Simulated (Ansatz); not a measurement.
Mulliken charges of AlH6NSeSi, SMILES `[SiH3][NH][AlH][SeH]` from PBE/def2-TZVPP in Ansatz (PBE0-D4/def2-TZVP geometry).

```json
{"atom": "Si1", "x (Å)": "-0.097", "y (Å)": "1.737", "z (Å)": "0.127", "charge (e)": "0.246"}
{"atom": "N2", "x (Å)": "0.145", "y (Å)": "0.220", "z (Å)": "0.915", "charge (e)": "-0.283"}
{"atom": "Al3", "x (Å)": "0.149", "y (Å)": "-1.423", "z (Å)": "0.233", "charge (e)": "0.350"}
{"atom": "Se4", "x (Å)": "-0.205", "y (Å)": "-1.644", "z (Å)": "-2.044", "charge (e)": "-0.210"}
{"atom": "H5", "x (Å)": "-1.287", "y (Å)": "2.461", "z (Å)": "0.653", "charge (e)": "-0.065"}
{"atom": "H6", "x (Å)": "-0.303", "y (Å)": "1.453", "z (Å)": "-1.317", "charge (e)": "-0.050"}
{"atom": "H7", "x (Å)": "1.076", "y (Å)": "2.642", "z (Å)": "0.280", "charge (e)": "-0.065"}
{"atom": "H8", "x (Å)": "0.304", "y (Å)": "0.280", "z (Å)": "1.913", "charge (e)": "0.125"}
{"atom": "H9", "x (Å)": "0.389", "y (Å)": "-2.671", "z (Å)": "1.168", "charge (e)": "-0.110"}
{"atom": "H10", "x (Å)": "-0.086", "y (Å)": "-3.105", "z (Å)": "-1.925", "charge (e)": "0.061"}
```

Question: By hand: the dipole of these point charges (1 e Å = 4.8032 D).

Answer: Σ q r = (0.049, -0.053, 0.282) e Å, of length 0.291 e Å = 1.40 D.

Question: How does the dipole of the full density compare? (An estimate is asked.)

Answer: Ansatz gave: (0.053, -0.070, 0.298) e Å, 1.49 D; the point charges give 0.94 times that, at 3° from its direction.

Point charges leave out the atoms' own dipoles, such as those of lone pairs, and Mulliken's split depends on the basis, so the close match here is no proof of good charges.
